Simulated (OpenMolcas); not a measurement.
Se²⁺: effect of the basis set

```yaml
Program: OpenMolcas
Method: CASSCF
Active_space: 2 electrons in 3 orbitals (4p)
State_averaging: 2S+1 = 3 even, 3 roots; 2S+1 = 1 even, 6 roots
Spin-orbit_coupling: RASSI with atomic mean-field integrals over the reference wave functions, term energies averaged over their components
```

A. ANO-RCC-VDZP [5s4p2d], DKH2, point nucleus; cost about 1.5 core-seconds
B. ANO-R1 [5s4p3d1f], X2C, finite nucleus; cost about 1.9 core-seconds
C. ANO-RCC-VTZP [6s5p3d1f], DKH2, point nucleus; cost roughly 2.6 core-seconds
D. ANO-RCC-VQZP [7s6p4d2f1g], DKH2, point nucleus; cost about 3 core-seconds
E. ANO-R2 [6s6p4d3f1g], X2C, finite nucleus; cost of the order of 9 core-seconds
F. ANO-R3 [7s6p5d4f2g], X2C, finite nucleus; cost of the order of 4 core-seconds

Energies in cm-1 above 4s2 4p2 3P0, the measured ground level; measured values from Moore, Atomic Energy Levels, vol. II, NSRDS-NBS 35 (1971 reprint of NBS Circular 467, 1952).

| Level | A | B | C | D | E | F | Measured |
| --- | --- | --- | --- | --- | --- | --- | --- |
| 4s2 4p2 3P0 | 0.0 | 0.0 | 0.0 | 0.0 | 0.0 | 0.0 | 0.0 |
| 4s2 4p2 3P1 | 1421 | 1570 | 1490 | 1452 | 1474 | 1471 | 1741 |
| 4s2 4p2 3P2 | 3457 | 3771 | 3606 | 3523 | 3565 | 3559 | 3937 |
| 4s2 4p2 1D2 | 15252 | 15582 | 15447 | 15439 | 15477 | 15467 | 13032 |
| 4s2 4p2 1S0 | 33930 | 34319 | 34196 | 34246 | 34292 | 34273 |  |

Deviations, from unrounded energies. A percentage is the sum of absolute deviations over the sum of measured energies, with the sign that they share, or ± where signs differ.

```tsv
Against measurement	Levels	A	B	C	D	E	F
mean absolute deviation (cm-1)	3	1000	960	1000	1000	1000	1000
fine structure of the ground term (%)	2	-14.1	-5.9	-10.3	-12.4	-11.3	-11.4
other terms of the ground configuration (%)	1	+17.0	+19.6	+18.5	+18.5	+18.8	+18.7
```

A, B, C lie about equally close to measurement and D furthest from it. The largest miss of B in the table is 4s2 4p2 1D2, by +2600 cm-1. The ranking rests on the paired levels alone, and a cruder setting can come out closer through cancelling errors.

Among A to F the level of the table that moves most is 4s2 4p2 1S0, by 390 cm-1 (lowest in A, highest in B).

With the s shell closed, the reference lacks s² → p² mixing. Measured partners are found by configuration, term and J. A level has none where our copy of the source lacks it or the pairing is in doubt (some pairs that miss far off the trend of their configuration count as doubtful), and it then counts in no deviation. Levels of configurations outside the active space are missing.
